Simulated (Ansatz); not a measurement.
Cartesian coordinates in Å:
```
B -0.054 -1.390 0.146
B -1.050 -0.195 0.605
Ge 0.336 0.480 -0.995
Se -0.202 1.587 1.220
H 1.090 -1.448 0.533
H -0.479 -2.304 -0.507
H -2.175 0.073 0.291
H 1.846 0.752 -1.041
H -0.365 1.416 -2.000
H 1.054 1.029 1.748
```

Charge 0, multiplicity 1. The bonds changed during the relaxation, so this is another structure than the one it started from.

(1) List the B3LYP/def2-TZVPP orbital energies in eV (Ansatz 0.2.0). (An estimate is asked.)

Results:

(1) Computed: Occupied: -12352.24, -10851.07, -1581.56, -1419.71, -1419.68, -1419.67, -1355.44, -1206.39, -1206.31, -1206.30, -213.85, -183.81, -182.21, -169.93, -157.90, -157.79, -157.73, -120.32, -120.11, -120.08, -58.66, -58.62, -58.58, -58.49, -58.49, -33.83, -33.75, -33.73, -33.62, -33.57, -20.71, -16.13, -13.75, -12.83, -10.77, -10.36, -9.86, -8.95, -8.30, -8.06, -6.92. Lowest empty: -2.04, -0.94, -0.29, -0.02, 0.58, 1.53, 1.95, 2.40.

B3LYP here is the variant with VWN-RPA as its local correlation; programs differ in this.
